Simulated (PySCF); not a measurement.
C2H9FOSi2, SMILES O[Si@H]([C@H](F)[SiH3])C.

The structure is a stationary point at PBE-D3(BJ)/def2-SVP. The structure was generated by enumeration; whether it is a known compound was not checked. One conformer was computed; it need not be the lowest.

Level of theory: PBE-D3(BJ)/def2-SVP in PySCF.

Frequencies are harmonic and unscaled.

| mode | ν (cm⁻¹) | IR (km/mol) | moving atoms (share of kinetic energy) |
|---|---|---|---|
| 1 | 40 | 1.7 | H 24 %, F 22 %, O 20 %, C 19 %, Si 16 % |
| 2 | 112 | 1.0 | H 34 %, Si 30 %, C 21 %, O 9 % |
| 3 | 136 | 0.8 | H 70 %, F 13 %, C 13 % |
| 4 | 140 | 40.2 | H 89 % |
| 5 | 153 | 3.9 | H 49 %, C 21 %, F 20 % |
| 6 | 160 | 36.8 | H 67 %, O 18 %, F 8 % |
| 7 | 191 | 7.1 | F 38 %, H 23 %, O 22 %, Si 14 % |
| 8 | 246 | 34.5 | O 32 %, H 30 %, Si 17 %, C 14 % |
| 9 | 277 | 4.6 | Si 41 %, H 20 %, O 15 %, C 12 %, F 11 % |
| 10 | 353 | 12.8 | Si 35 %, H 26 %, F 20 %, C 18 % |
| 11 | 494 | 4.6 | H 50 %, Si 29 %, C 16 % |
| 12 | 571 | 18.0 | H 73 %, Si 15 % |
| 13 | 642 | 15.5 | H 63 %, C 24 % |
| 14 | 651 | 6.6 | H 52 %, C 33 %, Si 12 % |
| 15 | 720 | 124.6 | H 52 %, C 23 %, Si 18 % |
| 16 | 728 | 2.4 | H 71 %, C 24 % |
| 17 | 778 | 129.6 | H 74 %, C 15 %, Si 8 % |
| 18 | 793 | 68.1 | H 43 %, C 31 %, O 16 %, Si 10 % |
| 19 | 817 | 8.0 | H 43 %, O 29 %, C 14 %, Si 14 % |
| 20 | 867 | 181.4 | H 78 %, Si 15 % |
| 21 | 885 | 203.0 | H 72 %, Si 15 %, C 9 % |
| 22 | 903 | 53.5 | H 95 % |
| 23 | 909 | 12.4 | H 63 %, Si 20 %, O 9 % |
| 24 | 911 | 41.1 | H 88 % |
| 25 | 980 | 46.3 | C 51 %, F 32 %, H 15 % |
| 26 | 1022 | 73.8 | H 60 %, C 32 % |
| 27 | 1215 | 30.2 | H 78 %, C 22 % |
| 28 | 1237 | 8.1 | H 85 %, C 12 % |
| 29 | 1376 | 4.7 | H 96 % |
| 30 | 1384 | 2.9 | H 96 % |
| 31 | 2124 | 116.4 | H 97 % |
| 32 | 2163 | 61.2 | H 99 % |
| 33 | 2174 | 96.7 | H 96 % |
| 34 | 2181 | 103.5 | H 96 % |
| 35 | 2957 | 6.2 | H 92 % |
| 36 | 2976 | 1.6 | H 97 % |
| 37 | 3074 | 4.3 | H 91 %, C 9 % |
| 38 | 3086 | 0.9 | H 91 %, C 9 % |
| 39 | 3766 | 61.1 | H 94 % |
